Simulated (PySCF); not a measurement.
## Magnetisability: `CC(C)[P@](=[Se])(CO)C[SiH3]`, C5H15OPSeSi

Geometry:
```tsv
atom	x (Å)	y (Å)	z (Å)
C1	1.730	0.918	1.216
C2	1.326	-0.293	0.388
C3	1.814	-0.192	-1.051
P4	-0.511	-0.573	0.498
Se5	-1.284	-0.488	2.447
C6	-0.761	-2.305	-0.155
O7	-2.106	-2.643	-0.027
C8	-1.409	0.461	-0.709
Si9	-1.364	2.338	-0.353
H10	1.380	1.839	0.753
H11	1.303	0.851	2.216
H12	2.813	0.967	1.308
H13	1.747	-1.194	0.858
H14	2.900	-0.112	-1.062
H15	1.532	-1.070	-1.629
H16	1.405	0.694	-1.532
H17	-0.516	-2.365	-1.219
H18	-0.107	-2.991	0.408
H19	-2.363	-2.519	0.902
H20	-2.440	0.104	-0.636
H21	-1.045	0.225	-1.710
H22	-2.525	2.906	-1.036
H23	-0.132	2.869	-0.948
H24	-1.398	2.592	1.081
```

Computed, not measured: GIAO BHandHLYP/pcSseg-1 magnetisability, rotational g tensor and spin-rotation constants, non-relativistic, gas phase (PySCF). Geometry: GFN2-xTB.

The calculation is non-relativistic, which matters for the atoms heavier than Zn.

Question: What are the magnetisability and the molar susceptibility?

Answer: Isotropic -2305 × 10⁻³⁰ J/T², or -138.8 × 10⁻⁶ cm³/mol; principal values -2364, -2313, -2238 × 10⁻³⁰ J/T², anisotropy 110 × 10⁻³⁰ J/T² (root of half the summed squared differences of the principal values). The susceptibility is in cgs units.

Question: Split it along the inertial axes a, b, c into diamagnetic and paramagnetic parts about the centre of mass, with the quadrupole moment.

Answer: 
```
axis  χ (10⁻⁶ cm³/mol)  diamagnetic (10⁻⁶ cm³/mol)  paramagnetic (10⁻⁶ cm³/mol)  summed x² of all electrons (Å²)  quadrupole Θ (D Å)
   a            -140.1                     -1628.7                       1488.6                            295.4               -0.59
   b            -136.1                     -1990.0                       1853.9                            210.3               +2.42
   c            -140.2                     -2145.3                       2005.1                            173.7               -1.83
```
Anisotropies 2χaa − χbb − χcc = -4.0 and 2χbb − χaa − χcc = +8.0 × 10⁻⁶ cm³/mol. Θ is traceless in Buckingham's convention.

Question: And the rotational g tensor?

Answer: 
| axis | rotational constant (GHz) | g | nuclear part | electronic part |
| --- | --- | --- | --- | --- |
| a | 0.8217 | -0.0054 | 0.5693 | -0.5746 |
| b | 0.6391 | -0.0059 | 0.5507 | -0.5566 |
| c | 0.5836 | -0.0036 | 0.5461 | -0.5497 |

Asymmetric top; isotopes 12C, 1H, 16O, 31P, 80Se, 28Si; no vibrational averaging.
